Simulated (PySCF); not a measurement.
HI, charge +1, doublet, at a GFN2-xTB geometry (a state made from the parent by changing its charge; the spin is typed, not shown lowest) (all electrons, no relativity); CAMB3LYP/6-311G** (PySCF).

PySCF was given this input:
```python
from pyscf import gto, scf, dft

mol = gto.Mole()
mol.atom = '''
    I    -0.000000   -0.000000   -0.030036
    H     0.000000    0.000000    1.591930
'''
mol.basis = '6-311g**'
mol.charge = 1
mol.spin = 1
mol.verbose = 5
mol.build()

mf = dft.UKS(mol)
mf.xc = 'camb3lyp'
mf.kernel()
mf.analyze()
```

It wrote (shortened):

```
PySCF version 2.14.0

[INPUT] verbose = 5
[INPUT] max_memory = 4000
[INPUT] num. atoms = 2
[INPUT] num. electrons = 53
[INPUT] charge = 1
[INPUT] spin (= nelec alpha-beta = 2S) = 1
[INPUT] symmetry False subgroup None
[INPUT] Mole.unit = angstrom
[INPUT] Symbol           X                Y                Z      unit          X                Y                Z       unit  Magmom
[...]
[INPUT] ---------------- BASIS SET ----------------
[INPUT] l, kappa, [nprim/nctr], expnt,             c_1 c_2 ...
[INPUT] H
[...]
                                5.09479           0.190373
                                1.15879           0.852161
[...]
[INPUT] I
[...]
                                66127             0.00694
                                14815             0.03609
                                4144.9            0.13568
                                1361.2            0.33878
[...]
                                209.59            0.18375
[...]
                                712.61            0.08587
                                236.71            0.29493
                                92.631            0.47849
[...]
                                76.734            0.19028
                                27.551            0.47247
[...]
nuclear repulsion = 17.291603016808
number of shells = 28
number of NR pGTOs = 94
number of NR cGTOs = 68
basis = 6-311g**
ecp = {}

******** <class 'pyscf.dft.uks.UKS'> ********
method = UKS
initial guess = minao
damping factor = 0
level_shift factor = 0
DIIS = <class 'pyscf.scf.diis.CDIIS'>
diis_start_cycle = 1
diis_space = 8
diis_damp = 0
SCF conv_tol = 1e-09
SCF conv_tol_grad = None
SCF max_cycles = 50
direct_scf = True
direct_scf_tol = 1e-13
number electrons alpha = 27  beta = 26
XC library pyscf.dft.libxc version 7.1.2
    S. Lehtola, C. Steigemann, M. J. T. Oliveira, and M. A. L. Marques,  SoftwareX 7, 1–5 (2018)
XC functionals = camb3lyp
    T. Yanai, D. P. Tew, and N. C. Handy,  Chem. Phys. Lett. 393, 51 (2004)
radial grids:
    Treutler-Ahlrichs [JCP 102, 346 (1995); DOI:10.1063/1.469408] (M4) radial grids

becke partition: Becke, JCP 88, 2547 (1988); DOI:10.1063/1.454033
pruning grids: <function nwchem_prune>
grids dens level: 3
symmetrized grids: False
atomic radii adjust function: <function treutler_atomic_radii_adjust>
small_rho_cutoff = 0
Set gradient conv threshold to 3.16228e-05
atom I rad-grids = 95, ang-grids = [ 50  50  50  50  50  50  50  50  50  50  50  50  50  50  50  50  50  50
  50  50  50  50  50  50  50  50  50  50  50  50  86  86  86  86  86  86
  86  86  86  86  86  86  86  86  86  86 350 350 350 350 350 350 350 350
 350 350 350 434 434 434 434 434 434 434 434 434 434 434 434 434 434 434
 434 434 434 434 434 434 434 434 350 350 350 350 350 350 350 350 350 350
 350 350 350 350 350]
atom H rad-grids = 50, ang-grids = [ 50  50  50  50  50  50  50  50  50  50  50  50  50  50  50  86  86  86
  86 266 266 266 266 266 302 302 302 302 302 302 302 302 302 302 302 302
 302 266 266 266 266 266 266 266 266 266 266 266 266 266]
tot_boxes 972, boxes in each direction [ 7  7 10]
Padding 2 grids
tot grids = 31768
nelec by numeric integration = [26.99427395 26.99427395]
E1 = -9548.701308308755  E2 = 2648.6314089109346  Ecoul = 2831.352444515339  Exc = -182.7210356044044
init E= -6882.77829638101
cond(S) = 1749.7535225392564

  alpha mo_energy =
[-1.15953281e+03 -1.74341766e+02 -1.63431307e+02 -1.63431273e+02
 -1.63431273e+02 -3.52472339e+01 -3.06889184e+01 -3.06886228e+01
 -3.06886228e+01 -2.23330525e+01 -2.23329617e+01 -2.23329617e+01
 -2.23327900e+01 -2.23327900e+01 -6.27600017e+00 -4.68395782e+00
 -4.68088967e+00 -4.68088967e+00 -1.98557389e+00 -1.98210461e+00
 -1.98210461e+00 -1.97998603e+00 -1.97998601e+00 -7.59100202e-01
 -4.46200755e-01 -3.14665666e-01 -3.14665666e-01 -1.49779229e-02
  2.01211978e-01  2.36529393e-01  2.36529393e-01  2.48235495e-01
  4.00167695e-01  4.31944115e-01  4.31944115e-01  4.56224751e-01
[...]
converged SCF energy = -6919.97202252836  <S^2> = 0.75249773  2S+1 = 2.0024962
Total Energy =                       -6919.972022528364505
[...]
0 I 5dxz         0.00000  -0.00000   0.00000
0 I 5dx2-y2      0.00000   0.00000  -0.00000
0 I 6dxy         0.00000   0.00000  -0.00000
0 I 6dyz        -0.00000   0.00000  -0.00000
0 I 6dz^2       -0.00020   0.00049   0.00019
0 I 6dxz         0.00000   0.00000   0.00000
0 I 6dx2-y2     -0.00000  -0.00001   0.00000
0 I 7dxy         0.00000   0.00000  -0.00000
0 I 7dyz        -0.00000   0.00000  -0.00000
0 I 7dz^2        0.00001  -0.00040  -0.00008
0 I 7dxz        -0.00000   0.00000  -0.00000
0 I 7dx2-y2     -0.00000  -0.00000   0.00000
1 H 1s           0.00041   0.00089   0.00018
1 H 2s          -0.00699  -0.00501   0.00141
1 H 3s           0.00063  -0.00039  -0.00051
1 H 2px          0.00000  -0.00000   0.00000
1 H 2py          0.00000   0.00000  -0.00000
1 H 2pz          0.00244  -0.00210  -0.00135

To work with the spin densities directly, `use mulliken_meta_spin()` only printing them here.

 ** Mulliken spin pop alpha/beta on meta-lowdin orthogonal AOs **
 ** Mulliken Spin Density (per AO)  **
spin_pop of  0 I 1s       -0.00000
spin_pop of  0 I 2s       -0.00000
spin_pop of  0 I 3s        0.00000
spin_pop of  0 I 4s        0.00002
spin_pop of  0 I 5s        0.00738
spin_pop of  0 I 6s       -0.00007
spin_pop of  0 I 7s        0.00004
spin_pop of  0 I 8s        0.00003
spin_pop of  0 I 9s        0.00000
spin_pop of  0 I 10s       -0.00001
spin_pop of  0 I 2px       0.00000
spin_pop of  0 I 2py       0.00000
spin_pop of  0 I 2pz       0.00000
spin_pop of  0 I 3px       0.00000
spin_pop of  0 I 3py       0.00004
spin_pop of  0 I 3pz       0.00000
spin_pop of  0 I 4px       0.00001
spin_pop of  0 I 4py       0.00017
spin_pop of  0 I 4pz      -0.00000
spin_pop of  0 I 5px       0.04427
spin_pop of  0 I 5py       0.94588
spin_pop of  0 I 5pz       0.01198
spin_pop of  0 I 6px       0.00112
spin_pop of  0 I 6py       0.00653
spin_pop of  0 I 6pz       0.00069
spin_pop of  0 I 7px       0.00006
spin_pop of  0 I 7py       0.00029
spin_pop of  0 I 7pz       0.00005
spin_pop of  0 I 8px       0.00005
spin_pop of  0 I 8py       0.00033
spin_pop of  0 I 8pz       0.00003
spin_pop of  0 I 9px       0.00005
spin_pop of  0 I 9py       0.00026
spin_pop of  0 I 9pz       0.00004
spin_pop of  0 I 10px       0.00001
spin_pop of  0 I 10py       0.00008
spin_pop of  0 I 10pz       0.00001
spin_pop of  0 I 3dxy     -0.00000
spin_pop of  0 I 3dyz     -0.00000
spin_pop of  0 I 3dz^2    -0.00000
spin_pop of  0 I 3dxz     -0.00000
spin_pop of  0 I 3dx2-y2   -0.00000
spin_pop of  0 I 4dxy      0.00002
spin_pop of  0 I 4dyz      0.00002
spin_pop of  0 I 4dz^2     0.00000
spin_pop of  0 I 4dxz      0.00000
spin_pop of  0 I 4dx2-y2    0.00002
spin_pop of  0 I 5dxy      0.00010
spin_pop of  0 I 5dyz      0.00053
spin_pop of  0 I 5dz^2     0.00058
spin_pop of  0 I 5dxz      0.00012
spin_pop of  0 I 5dx2-y2    0.00056
spin_pop of  0 I 6dxy     -0.00000
spin_pop of  0 I 6dyz      0.00001
spin_pop of  0 I 6dz^2     0.00000
spin_pop of  0 I 6dxz      0.00000
spin_pop of  0 I 6dx2-y2   -0.00000
spin_pop of  0 I 7dxy      0.00000
spin_pop of  0 I 7dyz      0.00002
spin_pop of  0 I 7dz^2     0.00001
spin_pop of  0 I 7dxz      0.00000
spin_pop of  0 I 7dx2-y2    0.00001
spin_pop of  1 H 1s       -0.02103
spin_pop of  1 H 2s       -0.00030
spin_pop of  1 H 3s        0.00007
spin_pop of  1 H 2px      -0.00003
spin_pop of  1 H 2py       0.00019
spin_pop of  1 H 2pz      -0.00022
 ** Mulliken Spin Density (per atom)  **
spin density of  0 I =      1.02132
spin density of  1 H =     -0.02132
 ** Mulliken pop alpha/beta on meta-lowdin orthogonal AOs **
 ** Mulliken pop       alpha | beta **
In total            27.00000 | 26.00000
 ** Mulliken atomic charges   ( Nelec_alpha | Nelec_beta ) **
charge of  0I =      0.85916  (    26.58108     25.55976 )
charge of  1H =      0.14084  (     0.41892      0.44024 )

WARN: System has nonzero charge 1; the dipole moment is origin-dependent.
Location of origin: [0. 0. 0.]

Dipole moment(X, Y, Z, Debye): -0.00000, -0.00000,  1.23728
```
